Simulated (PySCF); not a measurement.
CH₃Si, SMILES C=[SiH], multiplicity 2. Atoms are numbered in the order given.

```xyz
5

C     -0.0571    -1.0956     0.0000
Si     0.1201     0.5996     0.0000
H      0.7776    -1.7854     0.0000
H     -1.0478    -1.5434     0.0000
H     -1.0685     1.5087     0.0000
```
Charge 0, spin multiplicity 2.

The structure is a stationary point at PBE0-D3(BJ)/def2-TZVP. The isomer is the one that the SMILES or the coordinates give; other isomers of the formula were not compared.

Two levels are set side by side: PBE/pcH-1 (PySCF) and B3LYP/pcH-1 (PySCF). Contact hyperfine couplings, same geometry. Differences are taken from unrounded values.

```json
[
 {"quantity": "A(iso) of 13C, atom C1 (MHz)", "B3LYP": "60.9", "PBE": "52.3", "PBE minus B3LYP": "-8.7"},
 {"quantity": "A(iso) of 29Si, atom Si2 (MHz)", "B3LYP": "-660.0", "PBE": "-597.2", "PBE minus B3LYP": "62.8"},
 {"quantity": "A(iso) of 1H, atom H3 (MHz)", "B3LYP": "4.6", "PBE": "5.7", "PBE minus B3LYP": "1.2"},
 {"quantity": "A(iso) of 1H, atom H4 (MHz)", "B3LYP": "88.2", "PBE": "88.5", "PBE minus B3LYP": "0.2"},
 {"quantity": "A(iso) of 1H, atom H5 (MHz)", "B3LYP": "230.1", "PBE": "199.0", "PBE minus B3LYP": "-31.1"}
]
```

Rough cost on one machine, each run with all the roots and properties that it gave: B3LYP against PBE within a factor of 2.
